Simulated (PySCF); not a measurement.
NaF, SMILES [F][Na].

Geometry: B3LYP-D3(BJ)/def2-TZVPD.

These are PBE/def2-TZVPD (PySCF) values and carry that method's errors.

| Item | Result |
|---|---|
| total energy | -262.01335 hartree |
| point group | C∞v |
| highest occupied level | -5.08 eV |
| lowest empty level | -2.01 eV |
| orbital gap | 3.07 eV |
| dipole moment | 7.81 D |
| quadrupole, principal values (traceless, Buckingham form, about the centre of nuclear charge) | -0.02, -0.02, 0.03 D·Å |
| mean static polarisability | 17.6 bohr³ (2.61 Å³) |
| polarisability, principal values | 15.2, 15.2, 22.4 bohr³ |
